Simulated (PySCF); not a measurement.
# A survey of 29Si NMR shifts

Level of theory: GIAO PBE0/pcSseg-1 shieldings, structure optimised with GFN2-xTB, in PySCF 2.14 (single conformer, no solvent model, no relativistic terms, fast rotation and ring inversion assumed for equivalent nuclei).

Shieldings were converted by a linear fit to measured shifts: 29Si: δ = 279.94 − 0.822σ (rms 8.9 ppm, 72 shifts, 25.8 ppm with the 6 outliers that the fit left out vs TMS, solution or neat liquid). A few per cent of atoms miss by over 2 rms, more outside the fitted compound classes.

Q: Give the 29Si shifts of `O[Si@@H](O[SiH3])[C@H]([SiH3])C1CC1`, `[H]/N=C\[C@H]1C[SiH2]N[SiH2][SiH2]1`, `NCC#C[SiH2]N([SiH3])[SiH3]`, `CN(C)[Si@@H](C#N)[SiH2][SiH3]`, `OC[C@@H]1C[SiH2]O[Si@@H]1C[SiH3]`, `CN[Si]([SiH3])([SiH3])CC#N`.

A: 
```
                                                             compound                                              environment  δ (ppm)
[OH:1][Si@@H:2]([O:3][SiH3:4])[C@H:5]([SiH3:6])[CH:7]1[CH2:8][CH2:9]1                         Si2: silicon bonded to C, 2 O, H    -31.3
[OH:1][Si@@H:2]([O:3][SiH3:4])[C@H:5]([SiH3:6])[CH:7]1[CH2:8][CH2:9]1                            Si4: silicon bonded to O, 3 H    -44.1
[OH:1][Si@@H:2]([O:3][SiH3:4])[C@H:5]([SiH3:6])[CH:7]1[CH2:8][CH2:9]1                            Si6: silicon bonded to C, 3 H    -76.5
      [H]/[N:1]=[CH:2]\[C@H:3]1[CH2:4][SiH2:5][NH:6][SiH2:7][SiH2:8]1   Si5: silicon bonded to C, N, 2 H, in a 6-membered ring    -33.3
      [H]/[N:1]=[CH:2]\[C@H:3]1[CH2:4][SiH2:5][NH:6][SiH2:7][SiH2:8]1  Si7: silicon bonded to N, Si, 2 H, in a 6-membered ring    -53.5
      [H]/[N:1]=[CH:2]\[C@H:3]1[CH2:4][SiH2:5][NH:6][SiH2:7][SiH2:8]1  Si8: silicon bonded to C, Si, 2 H, in a 6-membered ring    -70.8
             [NH2:1][CH2:2][C:3]#[C:4][SiH2:5][N:6]([SiH3:7])[SiH3:8]                     Si7/8: silicon bonded to N, 3 H (×2)    -46.1
             [NH2:1][CH2:2][C:3]#[C:4][SiH2:5][N:6]([SiH3:7])[SiH3:8]                         Si5: silicon bonded to C, N, 2 H    -49.9
          [CH3:1][N:2]([CH3:3])[Si@@H:4]([C:5]#[N:6])[SiH2:7][SiH3:8]                       Si4: silicon bonded to C, N, Si, H    -45.0
          [CH3:1][N:2]([CH3:3])[Si@@H:4]([C:5]#[N:6])[SiH2:7][SiH3:8]                           Si8: silicon bonded to Si, 3 H   -102.5
          [CH3:1][N:2]([CH3:3])[Si@@H:4]([C:5]#[N:6])[SiH2:7][SiH3:8]                         Si7: silicon bonded to 2 Si, 2 H   -115.4
  [OH:1][CH2:2][C@@H:3]1[CH2:4][SiH2:5][O:6][Si@@H:7]1[CH2:8][SiH3:9]   Si7: silicon bonded to 2 C, O, H, in a 5-membered ring      2.3
  [OH:1][CH2:2][C@@H:3]1[CH2:4][SiH2:5][O:6][Si@@H:7]1[CH2:8][SiH3:9]   Si5: silicon bonded to C, O, 2 H, in a 5-membered ring     -9.3
  [OH:1][CH2:2][C@@H:3]1[CH2:4][SiH2:5][O:6][Si@@H:7]1[CH2:8][SiH3:9]                            Si9: silicon bonded to C, 3 H    -72.3
            [CH3:1][NH:2][Si:3]([SiH3:4])([SiH3:5])[CH2:6][C:7]#[N:8]                        Si3: silicon bonded to C, N, 2 Si    -18.4
            [CH3:1][NH:2][Si:3]([SiH3:4])([SiH3:5])[CH2:6][C:7]#[N:8]                    Si4/5: silicon bonded to Si, 3 H (×2)   -103.9
```
